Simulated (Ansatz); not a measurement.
Ansatz results at the PBE0-D4/def2-TZVP geometry: HOMO energy (B3LYP/def2-TZVPP) -7.96 eV; zero-point energy (PBE0-D4/def2-TZVP) 210.1 kJ/mol; HOMO–LUMO gap (B3LYP/def2-TZVPP) 8.97 eV.

Which molecule gave them?
A. `FB1NCN1`
B. `FC1CCO1`
C. `C/N=C(/C)Cl`
D. `[Br][Al]1[CH2][CH2]1`

B. The others give `[Br][Al]1[CH2][CH2]1`: -5.98, 137.9, 4.64; `FB1NCN1`: -7.12, 178.1, 7.81; `C/N=C(/C)Cl`: -7.46, 229.9, 7.10.

B3LYP here is the variant with VWN-RPA as its local correlation; programs differ in this.
